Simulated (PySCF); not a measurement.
Relaxation of quintet ClPdN

Level of theory: PySCF, UPBE0, basis Pd def2-TZVP with ECP28, N def2-TZVP, Cl def2-TZVP (scalar-relativistic core potentials, no spin–orbit coupling, density fitting). A (50,194) grid was used.

A start displaced from a saddle point along its imaginary mode, of Cs symmetry, held to at least that symmetry:

Coordinates in bohr (charge 0 multiplicity 5):
```
Pd   -0.0346   -0.0450   -0.6077
N     0.1382    0.1798   -4.3452
Cl    0.0494    0.0643    3.5805
```

Optimiser trace:
```csv
step,E − E(last) (kJ/mol),largest gradient (Eh/bohr)
0,13.05,0.00701
1,8.62,0.00660
2,2.85,0.01054
3,0.83,0.00454
4,0.35,0.00276
5,0.01,0.00112
6,0.00,0.00045
7,0.00,0.00011
```

It ends at Cs with Pd–Cl 2.235 Å, Pd–N 1.970 Å; Cl–Pd–N 146.7°. The frequency run here used a shortcut that can spoil soft modes, so no verdict on minimum or saddle point is given. Other isomers or separated fragments may lie lower.

Final geometry:
```xyz
3
charge 0 multiplicity 5, angstrom
Pd   -0.1111   -0.1446   -0.3207
N     0.2796    0.3639   -2.1834
Cl    0.2250    0.2928    1.8453
```

With open d or f shells other occupations or spin states may lie lower. At this level a broken-symmetry Ms = 0 minimum of Cs symmetry lies 59 kJ/mol below this structure.

The relaxation took about 4 core-minutes on a shared host.
